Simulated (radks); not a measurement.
Effect of the nuclear size on neutral mercury, [Hg]. Calculated with a radial shooting solver on a logarithmic mesh with Libxc functionals: Dirac Kohn-Sham, PBE, spin-unpolarised, spherical densities, finite nucleus; Fermi nuclear charge, rms radius 5.4648 fm. The rms radius is varied about that value; shifts are against it.

[
 {"rms radius (fm)": "4.6669", "total energy shift (eV)": "-29.3", "density at nucleus (e/bohr^3)": "2.48e+06", "1s1/2 shift (meV)": "-11700", "2s1/2 shift (meV)": "-1750", "4p1/2 shift (meV)": "-1.63", "5s1/2 shift (meV)": "-19.6", "5p1/2 shift (meV)": "0.549", "6s1/2 shift (meV)": "-1.30", "6p1/2 (empty) shift (meV)": "0.381"},
 {"rms radius (fm)": "5.2899", "total energy shift (eV)": "-6.66", "density at nucleus (e/bohr^3)": "2.355e+06", "1s1/2 shift (meV)": "-2660", "2s1/2 shift (meV)": "-397", "4p1/2 shift (meV)": "-0.372", "5s1/2 shift (meV)": "-4.45", "5p1/2 shift (meV)": "0.124", "6s1/2 shift (meV)": "-0.295", "6p1/2 (empty) shift (meV)": "0.086"},
 {"rms radius (fm)": "5.4648", "total energy shift (eV)": "0", "density at nucleus (e/bohr^3)": "2.324e+06", "1s1/2 shift (meV)": "0.000", "2s1/2 shift (meV)": "0.000", "4p1/2 shift (meV)": "0.000", "5s1/2 shift (meV)": "0.000", "5p1/2 shift (meV)": "0.000", "6s1/2 shift (meV)": "0.000", "6p1/2 (empty) shift (meV)": "0.000"},
 {"rms radius (fm)": "5.7872", "total energy shift (eV)": "12.6", "density at nucleus (e/bohr^3)": "2.27e+06", "1s1/2 shift (meV)": "5040", "2s1/2 shift (meV)": "752", "4p1/2 shift (meV)": "0.708", "5s1/2 shift (meV)": "8.43", "5p1/2 shift (meV)": "-0.234", "6s1/2 shift (meV)": "0.558", "6p1/2 (empty) shift (meV)": "-0.164"},
 {"rms radius (fm)": "6.6835", "total energy shift (eV)": "49.8", "density at nucleus (e/bohr^3)": "2.139e+06", "1s1/2 shift (meV)": "19900", "2s1/2 shift (meV)": "2970", "4p1/2 shift (meV)": "2.82", "5s1/2 shift (meV)": "33.3", "5p1/2 shift (meV)": "-0.922", "6s1/2 shift (meV)": "2.21", "6p1/2 (empty) shift (meV)": "-0.646"}
]

Slopes of the eigenvalues against <r^2> in GHz/fm^2, as finite differences over the two radii next to the reference (eigenvalue slopes, not the field-shift constants of lines): 1s1/2 338000, 2s1/2 50400, 4p1/2 47.4, 5s1/2 565, 5p1/2 -15.7, 6s1/2 37.4, 6p1/2 (empty) -11.0.
